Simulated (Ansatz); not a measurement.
Cost and result for the atomization energy of C2H8SiSn, SMILES `C[SiH]1[CH2][SnH2]1` (12 atoms, 12 bonds).

| atom | x (Å) | y (Å) | z (Å) |
| --- | --- | --- | --- |
| C1 | 0.959 | -1.419 | -1.081 |
| Si2 | -0.356 | -0.713 | 0.037 |
| C3 | 0.124 | 0.527 | 1.330 |
| Sn4 | -1.136 | 1.629 | -0.164 |
| H5 | 0.515 | -1.865 | -1.974 |
| H6 | 1.655 | -0.639 | -1.394 |
| H7 | 1.524 | -2.192 | -0.552 |
| H8 | -1.373 | -1.714 | 0.451 |
| H9 | 1.160 | 0.859 | 1.357 |
| H10 | -0.300 | 0.434 | 2.326 |
| H11 | -0.217 | 2.863 | -0.891 |
| H12 | -2.553 | 2.231 | 0.555 |

Total charge 0; spin multiplicity 1. Correlated methods include outer-core shells of Sn, which these sets cover unevenly. Sn: def2 effective core potential. The structure was optimised at the PBE0-D4/def2-TZVP level. Program: Ansatz. All runs use 4 threads of an Arm Neoverse V1 on a shared host. Times are those of one run each, without the atoms' runs, and a repeat can differ threefold. Electronic energies, without spin–orbit coupling; frozen cores. CCSD(T)/CBS adds CCSD(T) − MP2 in def2-TZVPP to the MP2 limit, and its time is that of the two runs behind it. T1 = 0.013. With those shells the extrapolation isn't a true limit. B3LYP takes the VWN-RPA correlation (the form of Gaussian; ORCA's B3LYP/G).

CCSD(T)/CBS is a level of theory with its own doubt, some kJ/mol a heavy atom from the limit and from the frozen cores, so smaller differences don't rank the functionals.

```
                             level  functions  wall time  atomization (kJ/mol)  difference from CCSD(T)/CBS  per bond
   PBE-D4/def2-TZVPP (with forces)        266      3.2 s                3921.3                          9.1       0.8
                PBE0-D4/def2-TZVPP        266      3.9 s                3890.8                        -21.4      -1.8
r2SCAN-D4/def2-TZVPP (with forces)        266      6.5 s                3904.5                         -7.7      -0.6
 B3LYP-D4/def2-TZVPP (with forces)        266      6.5 s                3882.2                        -30.0      -2.5
                 B2PLYP/def2-TZVPP        266      7.5 s                3835.8                        -76.4      -6.4
                ωB97X-V/def2-TZVPP        266       11 s                3913.8                          1.6       0.1
  ωB97M-V/def2-TZVPP (with forces)        266       16 s                3896.5                        -15.7      -1.3
                    MP2/def2-QZVPP        506       28 s                3865.2                        -47.0      -3.9
                CCSD(T)/def2-TZVPP        266    4.5 min                3814.0                        -98.2      -8.2
                 CCSD(T)/CBS(def2)          –    4.9 min                3912.2                          0.0       0.0
```

The D4 term adds +43.1 kJ/mol with B3LYP and +22.7 kJ/mol with PBE0; it sums over pairs of atoms, weighted by their polarisabilities, and B3LYP, whose exchange is more repulsive, gets the larger term. From PBE to PBE0 (25 % exact exchange), in def2-TZVPP and without D4, the atomization energy moves by −26.7 kJ/mol: exact exchange takes away binding that semilocal exchange gives to molecules. In def2-TZVPP, CCSD(T) changes the Hartree–Fock value by +950.0 kJ/mol (the triples alone add +52.9 kJ/mol) and MP2 by +943.1 kJ/mol; breaking electron pairs costs correlation energy, which Hartree–Fock lacks.

Spin–orbit coupling would lower the free Sn atoms strongly, and the atomization energy with them, by more than many differences here. For some Ge, Se and Sn compounds the MP2-based and the directly extrapolated limit differ by 10 to 25 kJ/mol.
